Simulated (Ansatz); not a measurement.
Gas-phase electronic energies from Ansatz, PBE0-D4/def2-TZVP geometries. CBS: MP2 limit from def2 TZ/QZ plus the TZ coupled-cluster correction, frozen cores. This one scheme is used for every species, atoms too. DFT in def2-TZVPP. HSE06 is defined as in plane-wave codes. Open shells (•) are unrestricted, without spin–orbit coupling. Spin–orbit coupling would lower the free atoms: a little for B, C, Cl, F. Each species was taken in one conformer, which may not be the lowest.

Consider the atomization: `C=C(F)BCl` → B• + 2 C• + Cl• + F• + 3 H•.

```csv
level,ΔE (eV)
PBE-QIDH,33.24
revPBE,32.92
HSE06,33.53
CCSD/def2-SVP,31.32
HF/def2-QZVPP,24.74
MP2/def2-QZVPP,33.72
SCS-MP2/def2-QZVPP,33.24
CCSD/CBS(def2),32.45
```

Q: What does CCSD(T)/CBS give? (Estimate.)

A: Computed: +33.06 eV. The listed levels differ from it by 0.18, -0.14, 0.47, -1.74, -8.32, 0.66, 0.18, -0.61 eV.

Q: What do rigid-rotor, harmonic-oscillator terms from PBE0-D4/def2-TZVP frequencies (298.15 K, 1 bar) make of the CCSD(T)/CBS value? (Estimate.)

A: Computed: ΔZPE = -1.33 eV, ΔH = +32.07 eV, ΔS = 827 J/(mol·K), ΔG = +29.51 eV. Open shells count their whole term as degenerate.

Largest T1 diagnostic among the species: 0.014.

From r2SCAN to r2SCAN0 (25 % exact exchange), in def2-TZVPP and without D4, ΔE moves by −0.67 eV: exact exchange takes away binding that semilocal exchange gives to molecules. In def2-TZVPP, CCSD(T) changes the Hartree–Fock value by +7.56 eV (the triples alone add +0.61 eV) and MP2 by +8.55 eV; breaking electron pairs costs correlation energy, which Hartree–Fock lacks. At CCSD(T), def2-SVP lies −1.31 eV from the extrapolated value and def2-TZVPP −0.79 eV: correlation converges slowly with the basis, and small sets miss more of it in the bonded molecule than in its fragments.

For atomizations the MP2-based limit and the directly extrapolated one differ by several kJ/mol either way, and by 10 to 25 for some Ge, Se and Sn compounds, so smaller differences from it don't rank the levels.
